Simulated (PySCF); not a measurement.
Field gradients at the hydrogen positions

Compound: C₅H₁₂S₂Si.
Cartesian coordinates in Å at the GFN2-xTB level; atoms count from 1:
```xyz
20
C5H12S2Si angstrom
C      3.4161    0.2639    0.9031
S      2.0612    1.2616    0.2197
C      0.8984   -0.0258   -0.1010
C     -0.2551    0.1337   -0.7485
C     -0.7058    1.4543   -1.2849
C     -1.2117   -1.0066   -0.8911
Si    -2.5863   -0.9539    0.4388
S     -1.6487   -0.7463    2.3578
H      4.2082    0.9555    1.1712
H      3.7713   -0.4317    0.1481
H      3.0713   -0.2652    1.7874
H      1.2063   -0.9837    0.2894
H     -1.5481    1.8303   -0.7033
H      0.1006    2.1816   -1.2343
H     -1.0321    1.3555   -2.3195
H     -0.6805   -1.9561   -0.8099
H     -1.6812   -0.9757   -1.8737
H     -3.3118   -2.2138    0.4959
H     -3.4734    0.1875    0.2325
H     -0.6037   -0.0543    1.9192
```

Level: PBE0/pcSseg-1 (PySCF, non-relativistic); Q(2H) = 0.00286 b; rigid geometry, the same for H and D, with no vibrational averaging.

**Question.** Rank these positions by the coupling χzz of a deuteron there, largest first.
A. H18 (Si–H hydrogen)
B. H12 (vinylic hydrogen)
C. H20 (S–H hydrogen)
D. H16 (methylene hydrogen)
E. H9 (methyl hydrogen)

**Answer.** B (221 kHz), E (213 kHz), D (209 kHz), C (166 kHz), A (113 kHz).

**Question.** Give the electric field gradient Vzz (the principal value of largest size), its asymmetry and the 2H coupling at each hydrogen.

**Answer.** 
```csv
atom,bonded to,bond length (Å),Vzz (au),η,χzz (kHz)
H9,C1,1.085,0.3164,0.05,213
H10,C1,1.086,0.3128,0.03,210
H11,C1,1.087,0.3120,0.03,210
H12,C3,1.079,0.3284,0.10,221
H13,C5,1.090,0.3088,0.03,208
H14,C5,1.087,0.3098,0.05,208
H15,C5,1.089,0.3117,0.03,209
H16,C6,1.091,0.3105,0.04,209
H17,C6,1.090,0.3142,0.04,211
H18,Si7,1.455,0.1678,0.02,113
H19,Si7,1.460,0.1638,0.01,110
H20,S8,1.328,0.2476,0.12,166
```

**Question.** Average by the element that carries the hydrogen.

**Answer.** on C: 211 kHz over 9 positions, mean bond length 1.087 Å; on Si: 111 kHz over 2 positions, mean bond length 1.458 Å; on S: 166 kHz over 1 position, mean bond length 1.328 Å.

**Question.** How does χzz go with the bond length over the 9 C–H bonds?

**Answer.** A straight-line fit has a slope of -9.9 kHz for each 0.01 Å, with a correlation coefficient of -0.89, over lengths from 1.079 to 1.091 Å. The longer bonds have the smaller couplings here.

**Question.** Give the 2H NMR doublet splittings at H18 for a magnetic field along the z, y and x axes of the gradient: 3χ/2, 3χ(1 + η)/4, 3χ(1 − η)/4.

**Answer.** With |χ| = 112.7 kHz and η = 0.019: 169, 86 and 83 kHz, to first order and without motion.

Geometry: GFN2-xTB, one conformer, isolated molecule. GFN2-xTB bond lengths can be off by several hundredths of an ångström, more for odd bonds, and the gradients follow them. With so small a basis the couplings can be 20 % off.
